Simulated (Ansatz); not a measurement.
Consider the redistribution: `C=[CH][SnH3]` + `BNCC` → `CC[NH][SnH3]` + `BC=C`.

Computed with Ansatz on PBE0-D4/def2-TZVP structures; ΔE is electronic, products minus reactants. CCSD(T)/CBS is the MP2 limit (def2-TZVPP, def2-QZVPP) plus CCSD(T) − MP2 in def2-TZVPP, frozen cores. DFT in def2-TZVPP. B3LYP here is the variant with VWN-RPA as its local correlation; programs differ in this. HSE06 is defined as in plane-wave codes. Elements past krypton have def2 core potentials. For Sn outer-core shells are correlated without core-valence functions, which leaves a few kJ/mol of doubt a bond. Each species was taken in one conformer, which may not be the lowest.

`C=[CH][SnH3]`:

Z-matrix (Å, degrees):
```
Sn
C 1 2.124
H 1 1.708 2 110.6
H 1 1.708 2 107.5 3 -120.0
H 1 1.709 2 110.6 3 120.0
C 2 1.327 1 122.6 3 120.3
H 2 1.088 1 118.6 3 -59.7
H 6 1.088 2 121.9 1 180.0
H 6 1.087 2 122.3 1 -0.0
```

`BNCC`:

Cartesian coordinates in Å:
```
B -1.788 -0.856 0.323
N -0.546 -0.710 -0.267
C 0.172 0.525 -0.499
C 1.483 0.591 0.263
H -2.241 -1.956 0.456
H -2.377 0.124 0.684
H -0.042 -1.533 -0.565
H -0.484 1.343 -0.197
H 0.363 0.647 -1.572
H 2.148 -0.228 -0.024
H 2.003 1.530 0.057
H 1.308 0.522 1.339
```

`CC[NH][SnH3]`:

Z-matrix (Å, degrees):
```
C
C 1 1.517
H 1 1.093 2 111.1
H 1 1.092 2 110.5 3 -120.9
H 1 1.094 2 110.7 3 119.6
N 2 1.454 1 111.1 3 178.4
H 2 1.103 1 109.0 3 -55.9
H 2 1.096 1 109.0 3 59.4
Sn 6 2.028 2 118.5 1 -170.3
H 6 1.013 2 110.5 1 57.7
H 9 1.706 6 105.8 2 64.3
H 9 1.718 6 112.2 2 -54.9
H 9 1.705 6 106.4 2 -176.0
```

`BC=C`:

Z-matrix (Å, degrees):
```
B
C 1 1.534
H 1 1.197 2 122.0
H 1 1.199 2 118.7 3 180.0
C 2 1.339 1 120.5 3 180.0
H 2 1.089 1 121.7 3 -0.0
H 5 1.086 2 120.6 1 0.0
H 5 1.087 2 123.0 1 -180.0
```

| level | ΔE (kJ/mol) | difference from CCSD(T)/CBS |
| --- | --- | --- |
| r2SCAN-D4 | 125.9 | 2.8 |
| B97M-V | 117.7 | -5.4 |
| r2SCAN0-D4 | 126.8 | 3.7 |
| BHLYP-D4 | 122.9 | -0.2 |
| CAM-B3LYP-D4 | 128.1 | 5.0 |
| B2PLYP | 125.3 | 2.2 |
| PBE | 129.6 | 6.5 |
| revPBE | 125.9 | 2.8 |
| B3LYP | 126.0 | 2.9 |
| r2SCAN0 | 127.1 | 4.0 |
| HSE06 | 128.6 | 5.5 |
| CCSD(T)/def2-SVP | 138.9 | 15.8 |
| SCS-MP2/def2-TZVPP | 123.5 | 0.4 |
| CCSD(T)/def2-TZVPP | 127.0 | 3.9 |
| MP2/def2-QZVPP | 123.8 | 0.7 |
| SCS-MP2/def2-QZVPP | 121.2 | -1.9 |
| CCSD(T)/CBS | 123.1 | 0 |

Largest T1 diagnostic among the species: 0.013.

In def2-TZVPP, CCSD(T) changes the Hartree–Fock value by +12.4 kJ/mol (the triples alone add +0.9 kJ/mol) and MP2 by +11.8 kJ/mol. At CCSD(T), def2-SVP lies +15.8 kJ/mol from the extrapolated value and def2-TZVPP +3.9 kJ/mol.
